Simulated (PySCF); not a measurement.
H8NSi3, multiplicity 2. Atoms are numbered in the order given.

```xyz
12

Si    -1.5649     0.9125    -0.0409
N     -0.0469     0.0144    -0.0047
Si     0.0170    -1.6839    -0.4803
Si     1.4492     0.8414     0.4406
H     -2.6656     0.0806     0.5502
H     -1.3590     2.1535     0.7792
H      0.8581    -1.8743    -1.6971
H     -1.3749    -2.1291    -0.7686
H      0.5918    -2.5153     0.6169
H      1.5070     1.1136     1.9054
H      1.5671     2.1366    -0.2880
H      2.5854    -0.0476     0.0629
```
Charge 0, spin multiplicity 2.

The structure is a stationary point at B3LYP-D3(BJ)/def2-SVP. The isomer is the one that the SMILES or the coordinates give; other isomers of the formula were not compared.

The numbers are results of PBE/def2-TZVP run with PySCF, not measurements.

Isolated molecule, no solvent.

Computed frontier levels, dipole moment and polarisability:
```
Quantity                                                                                                         Value
---------------------------------------------------------------------------------------------  -----------------------
α spin, highest occupied and lowest empty level                                                     -4.72 and -1.37 eV
β spin, highest occupied and lowest empty level                                                     -6.79 and -3.18 eV
dipole moment                                                                                                   0.36 D
quadrupole, principal values (traceless, Buckingham form, about the centre of nuclear charge)    -1.49, 0.06, 1.43 D·Å
mean static polarisability                                                                       91.6 bohr³ (13.58 Å³)
polarisability, principal values                                                               75.2, 97.0, 102.7 bohr³
⟨S²⟩                                                                                           0.752 (pure state 0.75)
```
